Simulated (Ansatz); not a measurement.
One change: `C=C(F)[SiH2][O][AlH2]` becomes `C=C(F)[SiH2]O`.

Ansatz, PBE0-D4/def2-TZVP geometries, multiplicity 1. Each molecule was computed in one conformer, which needn't be the lowest.

```tsv
property	`C=C(F)[SiH2][O][AlH2]`
size of the dipole moment (B3LYP/def2-TZVPP) / D	3.41
HOMO energy (PBE0/def2-TZVPP) / eV	-7.81
LUMO energy (B3LYP/def2-TZVPP) / eV	-1.26
LUMO energy (ωB97M-V/def2-TZVPP) / eV	1.09
HOMO energy (B3LYP/def2-TZVPP) / eV	-7.62
size of the dipole moment (PBE/def2-TZVPP) / D	3.21
```

(1) Give the same properties after the change, and the shifts. (Best estimate.)

## Answers

(1) Ansatz gave: 
```tsv
property	`C=C(F)[SiH2]O`	shift
size of the dipole moment (B3LYP/def2-TZVPP) / D	1.83	-1.58
HOMO energy (PBE0/def2-TZVPP) / eV	-7.78	0.03
LUMO energy (B3LYP/def2-TZVPP) / eV	-0.62	0.64
LUMO energy (ωB97M-V/def2-TZVPP) / eV	1.57	0.48
HOMO energy (B3LYP/def2-TZVPP) / eV	-7.55	0.07
size of the dipole moment (PBE/def2-TZVPP) / D	1.75	-1.46
```

Dipoles are sizes alone; their direction can turn.

B3LYP here is the variant with VWN-RPA as its local correlation; programs differ in this.
